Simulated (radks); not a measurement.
The numbers below are computed, except where a source is named.
Initial-state core-level shifts of neutral rhodium when its valence configuration changes from [Kr] 4d8 5s1. Code: a radial shooting solver on a logarithmic mesh with Libxc functionals. Model: scalar-relativistic Kohn-Sham, PBEsol, spin-polarised, spherical densities, point nucleus; open shells are filled with parallel spins first (spin-orbit coupling, left out, can overturn this in heavy ions). Shifts are changes of the shell-averaged eigenvalues in eV (positive: less bound).

valence	2s	3s	3p	4s
4d7 5s2	-3.963	-3.903	-3.904	-3.614
4d6 5s1 5p2	-10.798	-10.656	-10.655	-9.891
4d7.5 5s1 5p0.5	-2.594	-2.580	-2.580	-2.473
4d5 5s1 5p3	-16.720	-16.415	-16.414	-14.907
4d7.5 5s1.5	-1.924	-1.899	-1.899	-1.772
4d7 5p2	-6.624	-6.605	-6.604	-6.366
4d9	+3.121	+3.096	+3.097	+2.940
4d8 5s0.5 5p0.5	-0.838	-0.851	-0.851	-0.881
4d5 5p4	-18.490	-18.200	-18.198	-16.689
